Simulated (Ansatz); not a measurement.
# Pulling the pair apart

The pair of Cl⁻ (SMILES [Cl-], atom 1) and SiH4O (SMILES [SiH3]O, atoms 2–7), both closed shells, in one local arrangement (a lower one may exist), relaxed at PBE0-D4/def2-TZVPD:

```csv
atom,x (Å),y (Å),z (Å)
Cl1,-1.0366,-2.7406,-0.4354
Si2,0.3833,0.7198,-0.0160
O3,-0.7429,-0.0890,0.8188
H4,0.0412,0.9686,-1.4507
H5,0.5307,2.0666,0.6232
H6,1.7422,0.0950,-0.0024
H7,-0.9179,-1.0204,0.4626
```

SiH4O is shifted rigidly along the line between the mean atom positions of the two fragments (negative: closer). Counterpoise interaction energies in kcal/mol. Ansatz 0.2.0; basis: def2-TZVPPD; cores frozen in the correlated methods.

```csv
shift (Å),MP2,HF,PBE-D4
-0.19,-21.98,-15.43,-24.81
-0.10,-23.32,-17.69,-25.97
0.00,-23.81,-18.97,-26.30
0.10,-23.70,-19.54,-26.04
0.23,-22.88,-19.54,-25.04
0.49,-20.36,-18.14,-22.24
0.97,-15.12,-14.14,-16.55
1.94,-8.34,-8.18,-9.12
```

(1) What does CCSD(T) give at these shifts? (To be estimated.)

No T1 diagnostic of these runs exceeds 0.012.

Answers

(1) The calculation gives: -21.14, -22.65, -23.27, -23.27, -22.57, -20.19, -15.04, -8.27 kcal/mol. For zero shift, CCSD(T) at an estimated basis limit (MP2 extrapolated from triple and quadruple zeta, plus CCSD(T) − MP2 in triple zeta) gives -24.40 kcal/mol. These are counterpoise interaction energies, counted from the two frozen fragments.

For scale, one of the runs: CCSD(T)/def2-TZVPPD, 207 basis functions, launched by `ansatz run in.yaml --threads 2 --pin off --events-out ev --progress --plain --max-ram 5222MiB`. The run took 2.4 min on 2 CPU threads (shared host), with 2.6 GiB of host memory at its peak.
